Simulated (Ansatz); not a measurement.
Ga9P9, 18 atoms. Hardware: 2 threads of AMD EPYC 7R13 on a shared host and a share (18 GiB) of an NVIDIA H100 80GB HBM3.

Correlated methods freeze 126 core orbitals; core or outer-core shells of Ga are correlated, in sets that lack core-valence functions. Single mean-field runs in def2-SVP, def2-TZVP are fitted with def2-universal-jkfit.

(1) How many basis functions does each of these Ansatz runs have, and roughly what does it cost? PBE-D4/def2-SVP, charge 0 singlet, energy and forces, from earlier orbitals; PBE-D4/def2-SVP, charge 0 singlet, relaxation, 39 steps; r2SCAN-D4/def2-SVP, charge 0 singlet, energy, from earlier orbitals; MP2/def2-SVP, charge 0 singlet, energy, from earlier orbitals; RPA@PBE/def2-SVP, charge 0 singlet, energy, from earlier orbitals; r2SCANh-D4/def2-SVP, charge 0 singlet, energy, from earlier orbitals; PBE-D4/def2-TZVP, charge 0 singlet, energy, from earlier orbitals; PBE0-D4/def2-TZVP, charge 0 singlet, energy, from earlier orbitals; PBE0-D4/def2-SVP, charge 0 singlet, energy, from earlier orbitals.

Answers

(1) Other jobs shared the machine, so times can vary by a factor of up to 3.

```csv
run,functions,fitting or Cholesky vectors,wall time,peak host memory (GiB)
"r2SCAN-D4/def2-SVP, charge 0 singlet, energy, from earlier orbitals",450,3546,6 s,0.99
"PBE-D4/def2-SVP, charge 0 singlet, energy and forces, from earlier orbitals",450,3546,6.5 s,1
"PBE-D4/def2-TZVP, charge 0 singlet, energy, from earlier orbitals",765,3546,8.5 s,1.1
"PBE0-D4/def2-TZVP, charge 0 singlet, energy, from earlier orbitals",765,3546,9 s,1.1
"r2SCANh-D4/def2-SVP, charge 0 singlet, energy, from earlier orbitals",450,3546,9 s,0.99
"MP2/def2-SVP, charge 0 singlet, energy, from earlier orbitals",450,4293,10 s,1.2
"PBE0-D4/def2-SVP, charge 0 singlet, energy, from earlier orbitals",450,3546,11 s,0.97
"RPA@PBE/def2-SVP, charge 0 singlet, energy, from earlier orbitals",450,4293,14 s,2.8
"PBE-D4/def2-SVP, charge 0 singlet, relaxation, 39 steps",450,3546,2.3 min,1
```
